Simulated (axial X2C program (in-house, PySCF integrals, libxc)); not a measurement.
**NaTc: from the spin-free to the two-component result**

All values were computed with an axial X2C code built on PySCF integrals. Spin-free means the one-electron spin-free X2C Hamiltonian; two-component (2c) means X2C with spin–orbit coupling and atomic mean-field two-electron Coulomb and Gaunt terms, so the difference of the two also holds small scalar two-electron terms. Basis: Tc dyall-cv3z [12s12p8d5f3g], Na dyall-cv3z [9s8p5d2f] (cores contracted in-house); Gaussian nuclei, density fitting, unrestricted open shells. Masses: Tc 98.907 u, Na 22.990 u.

Spin-free state: M_S = 2, Λ = 0 (beyond evenly filled blocks: π+α, π-α, δ+α, δ-α); fragments Tc + Na.

```json
{"level": "PBE0", "Re (Å)": "2.916", "ωe (cm⁻¹)": "178.8", "De (eV)": "0.921", "μ (D)": "3.82"}
```

Dipoles are positive if Na is the positive end.

Two-component determinant lowest at the distance of the search:

Ω = 3 (⟨Sz⟩ = 2.00, ⟨Lz⟩ = 1.00 at PBE0); fragments Tc + Na.

```
level  Re (Å)  ωe (cm⁻¹)  De (eV)  μ (D)
 PBE0   2.877      179.9    0.916   3.45
```

(1) From the two tables, how do the constants change at the PBE0 level (2c against spin-free)?

The state is a single determinant with fixed occupations, the lowest that a limited PBE0 search found. De is counted from the lowest determinant-based energies of the atoms at the same level, without counterpoise correction. Density functionals use the spin component along the axis (collinear). PBE0 can misorder states that lie within some tenths of an eV, so this need not be the ground state of the molecule. The nearest other spin-free determinant of the search, M_S = 2, Λ = 1, lies 0.04 eV up at the distance of the search. The functionals have no current-density term, which raises determinants with orbital currents, atoms included. With several unpaired electrons one determinant need not be a pure state. A state of lower Ω lies just above, and one determinant can place such states too high, so the state shown need not be the lowest. The search has Ω = 2 only 0.00 eV up. Open-shell Ω = 0 determinants with evenly filled partner blocks cannot be reached by this program, so the Ω shown need not be the lowest component. The determinant is spin-polarised beyond a pure state at some levels (its spin-free form has ⟨S²⟩ too high), which makes Re and μ there less reliable.

## Answers

(1) At the PBE0 level Re goes down by 0.039 Å and ωe goes up by 1.1 cm⁻¹; De changes by -0.005 eV. The two determinants differ in configuration, so these shifts compare two states and are not the spin–orbit effect on one state.
